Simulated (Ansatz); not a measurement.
Ansatz (an electronic-structure program) input (RI-MP2/aug-cc-pVTZ):
A basis named .json is the Basis Set Exchange file of that set.

Ansatz 0.2 input:
```yaml
crystal:
  periodic: [false, false, false]
  atoms:
    - {symbol: C, position_ang: [-0.80096384, 2.26702420, -0.93365012]}
    - {symbol: O, position_ang: [-0.21947557, 1.45539128, 0.07336339]}
    - {symbol: Ge, position_ang: [0.11964378, -0.26953448, -0.20606855]}
    - {symbol: O, position_ang: [-1.14385713, -1.28481608, 0.49495508]}
    - {symbol: C, position_ang: [-2.50695576, -0.94364012, 0.28511626]}
    - {symbol: O, position_ang: [1.53978434, -0.70307920, 0.73854203]}
    - {symbol: C, position_ang: [2.75758109, 0.00159247, 0.52939532]}
    - {symbol: H, position_ang: [-0.46879870, 3.29465315, -0.77701675]}
    - {symbol: H, position_ang: [-1.89386033, 2.24244903, -0.87643192]}
    - {symbol: H, position_ang: [-0.50216840, 1.96193677, -1.94352177]}
    - {symbol: H, position_ang: [0.28840302, -0.49170690, -1.72383714]}
    - {symbol: H, position_ang: [-2.77633484, -0.95765894, -0.77787705]}
    - {symbol: H, position_ang: [-3.11353750, -1.68921304, 0.79965121]}
    - {symbol: H, position_ang: [-2.74395178, 0.04270538, 0.69511509]}
    - {symbol: H, position_ang: [3.11873280, -0.10148027, -0.50047218]}
    - {symbol: H, position_ang: [2.65150907, 1.06505224, 0.76062488]}
    - {symbol: H, position_ang: [3.50182362, -0.43146128, 1.19790631]}
basis:
  gaussian:
    orbitals: aug-cc-pVTZ
    fitting: {mean_field: def2-universal-jkfit, correlation: aug-cc-pVTZ-RIFIT.json}
magnetization: {spin_polarized: false}
correlation: {method: mp2, electrons: outside_noble_gas}
```

End of the output:

```
integrals: 1.78 GiB planned
902 factors; integrals over basis functions are off by at most 1.1e0 eV
1.92 GiB of device memory are held for the factors and their scratch space
mean field: 3.60 GiB planned
mean field evaluation 1: about -65833.9546 eV, gradient 5.7e1 eV
mean field evaluation 2: about -65838.3747 eV, gradient 3.6e1 eV
mean field evaluation 4: about -65840.5588 eV, gradient 1.3e0 eV
mean field -65840.56417087 eV, -2419.5961049423 hartree, gradient 1.3e-6 eV, S^2 0.000000; 0 other end points of the search recorded, 0 dependent functions left out
20 core orbitals not correlated
1287 factors; their error is unknown
reference -65840.56417087 eV, -2419.5961049423 hartree; 22, 22 occupied and 523, 523 virtual orbitals, 1287 factors
second order -37.75070323 eV of doubles, -0.00000000 eV of singles
Total energy: -65878.31487411 eV, -2420.9834176978 hartree
```
